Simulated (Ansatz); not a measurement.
Two isomers of C3H8Si: A = `CC1C[SiH2]1`, B = `CC(C)[SiH]`.

Calculated with Ansatz (gas phase, PBE0-D4/def2-TZVP geometries, no zero-point term in ΔE). CCSD(T)/CBS adds triple-zeta CCSD(T) − MP2 to the extrapolated MP2 energy (def2 sets, frozen cores). DFT in def2-TZVPP.

A:

```xyz
12

C    -0.435   -1.167   -0.920
C    -0.498    0.181   -0.247
C     0.812    0.986   -0.130
Si    0.089    0.463    1.489
H     0.403   -1.761   -0.545
H    -0.301   -1.062   -2.003
H    -1.347   -1.743   -0.747
H    -1.348    0.786   -0.554
H     1.706    0.479   -0.484
H     0.777    2.030   -0.427
H     0.721   -0.657    2.219
H    -0.579    1.464    2.349
```

B:

Z-matrix (Å, degrees):
```
C
C 1 1.532
Si 1 2.312 2 54.8
H 1 1.146 2 112.9 3 5.0
H 1 1.089 2 112.0 3 -112.0
H 1 1.090 2 114.0 3 120.6
C 2 1.513 1 114.4 3 123.2
H 2 1.091 1 110.2 3 -110.6
H 3 1.529 1 85.5 2 -99.6
H 7 1.093 2 111.1 1 -173.7
H 7 1.093 2 110.7 1 -54.4
H 7 1.096 2 112.0 1 66.3
```

Problem. Which isomer does CCSD(T)/CBS put lower? Give the gap. (Best estimate.)

Solution. Computed: A, by 66.8 kJ/mol.

Problem. Give E(B) − E(A) in kJ/mol with HF/def2-TZVPP, MP2/def2-TZVPP, BLYP-D4, LDA (SPW92), ωB97M-V, CCSD(T)/def2-TZVPP, PBE-D4. (Best estimate.)

Solution. Computed: HF/def2-TZVPP 72.4, MP2/def2-TZVPP 74.0, BLYP-D4 57.7, LDA (SPW92) 63.2, ωB97M-V 60.0, CCSD(T)/def2-TZVPP 63.1, PBE-D4 62.5. None reverses the order clearly.

Problem. Does the order hold for the free energy at 298.15 K (harmonic terms from PBE0-D4)? (Estimate.)

Solution. Computed: Yes: G(B) − G(A) = +71.5 kJ/mol.

Largest T1 diagnostic: 0.012.

From PBE to PBE0 (25 % exact exchange), in def2-TZVPP and without D4, E(B) − E(A) moves by +4.1 kJ/mol. The D4 term adds −3.7 kJ/mol with B3LYP and −1.9 kJ/mol with PBE0; it sums over pairs of atoms, weighted by their polarisabilities, and B3LYP, whose exchange is more repulsive, gets the larger term.

B3LYP here is the variant with VWN-RPA as its local correlation; programs differ in this.
